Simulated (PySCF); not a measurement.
## Peak assignment

Atom-mapped SMILES (the numbers label the heavy atoms): `[F:1][CH2:2][CH2:3][C:4]([F:5])([F:6])[F:7]`; H(Xn) means a hydrogen on atom n.

Non-relativistic Hamiltonian, isolated molecule, one conformer, fast rotation and ring inversion assumed for equivalent nuclei. Shieldings: GIAO PBE0/pcSseg-1; J couplings at B3LYP/pcJ-1 (spin–dipole term only in couplings to heteroatoms); PBE0-D3(BJ)/def2-SVP structure; PySCF 2.14.

δ = σ(ref) − σ, references computed at the same level: 13C (σ = 184.41 ppm), 1H (σ = 31.27 ppm) vs TMS.

Question: Assign these signals to the numbered atoms. 13C{1H} NMR (computed): δ 129.9 (C, qd, J = 342.5, 19.8 Hz), 77.9 (CH2, dq, J = 238.1, 3.1 Hz), 37.5 (CH2, qd, J = 30.1, 21.6 Hz).

Answer: 
```tsv
δ (ppm)	atoms	environment	reason
129.9	C4	CF3 carbon	3 electronegative neighbours deshield it
77.9	C2	sp3 CH2 bonded to F	pulled downfield by the heteroatom
37.5	C3	sp3 CH2	saturated and bonded to C and H only
```

Question: Assign these signals to the numbered atoms. 1H NMR (400 MHz, computed): δ 4.58 (dt, J = 53.1, 8.6 Hz, 2H), 2.30 (qtd, J = 10.1, 8.6, 7.6 Hz, 2H).

Answer: 
| δ (ppm) | atoms | environment | reason |
| --- | --- | --- | --- |
| 4.58 | H(C2) | hydrogen on an sp3 CH2 bonded to F | its carbon carries F, an electronegative neighbour |
| 2.30 | H(C3) | hydrogen on an sp3 CH2 | – |

Common functionals overestimate the size of one-bond C–F couplings by tens of Hz; these are unscaled. Multiplet labels drop couplings under 1 Hz and merge nearly equal ones. Unscaled 3J(H,H) at this level run about 10 % above measured values. Shifts are as computed. Against solution values, carbons near 30 ppm lie about +2 ppm off and those near 130 ppm about +5 ppm. Of 1211 compounds with measured shifts, 218 miss one by over three times the rms of a fit or turn the order of signals round; such compounds aren't used in these exercises. Chain 3J(H,H) values assume equally populated staggered rotamers: (2 J gauche + J anti)/3. Only one conformer was computed, so three-bond couplings in flexible chains and rings are approximate.
